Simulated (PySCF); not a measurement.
Species: C₇H₁₀O (charge -1 and doublet state).
Geometry (GFN2-xTB, Å), atoms numbered from 1 in this order:
```xyz
18
C7H10O angstrom
O      0.644    2.179    0.912
C     -0.186    1.063    0.688
C      0.488   -0.284    0.997
C      1.603   -0.247   -0.014
C      1.034    0.409   -1.181
C     -0.387    0.727   -0.799
C     -1.234   -0.571   -0.681
C     -0.631   -1.267    0.553
H      1.429    1.922    0.386
H     -1.116    1.246    1.243
H      0.782   -0.439    2.044
H      2.263   -1.116   -0.097
H      1.239    0.066   -2.200
H     -0.893    1.498   -1.398
H     -1.143   -1.180   -1.585
H     -2.298   -0.348   -0.529
H     -0.215   -2.248    0.312
H     -1.387   -1.403    1.338
```

The hyperfine couplings belong to this conformer and change with its torsions.

The species is `[C@@H]1([C@@H]2CC[C@H]1[CH-][CH]2)O` [radical] (charge -1).

Method used: PySCF, UKS B3LYP, pcH-1 on C H O, non-relativistic, mean-field spin-orbit, GIAO. Whether the extra electron is bound in the gas phase wasn't checked; a finite basis holds it in any case. A GFN2-xTB geometry isn't a minimum of the functional, and hyperfine couplings can be far from their values at a DFT geometry, by a factor of two or more for some ions and for spin on atoms past the first row. The SCF solution wasn't tested for stability.

Q: Match the computed a_iso(13C) values +140.1, +50.3, -2.5, +2.3 MHz (means over equivalent nuclei) with the sites C2; C3/C6; C4/C5; C7/C8.

A: 
```
 site  a_iso (MHz)  ρ(0) (bohr⁻³)          position  distance from C5 (Å)  spin population  largest |T| (MHz)
   C2         +2.3        +0.0021   2 bonds from C4                  2.33            +0.02                3.7
C3/C6         -2.5        -0.0023    1 bond from C4                  1.93            -0.01                4.6
C4/C5       +140.1        +0.1246  a main spin site                  0.73            +0.49               77.0
C7/C8        +50.3        +0.0447   2 bonds from C5                  2.73            +0.01                4.5
```

ρ(0) is the spin density at the nucleus and T the dipolar tensor; entries for several nuclei are means. The largest Mulliken spin populations are on C5 (+0.49) and C4 (+0.49). Main spin sites, with 60 % or more of the largest population: C4, C5; positions count bonds from the nearest.

Means are taken over nuclei equivalent by connectivity, which assumes that they swap fast.

The SMILES `O[C@@H]1[C@@H]2[CH-][CH][C@H]1CC2` draws the unpaired electron on C5, whose computed spin population is only +0.49.
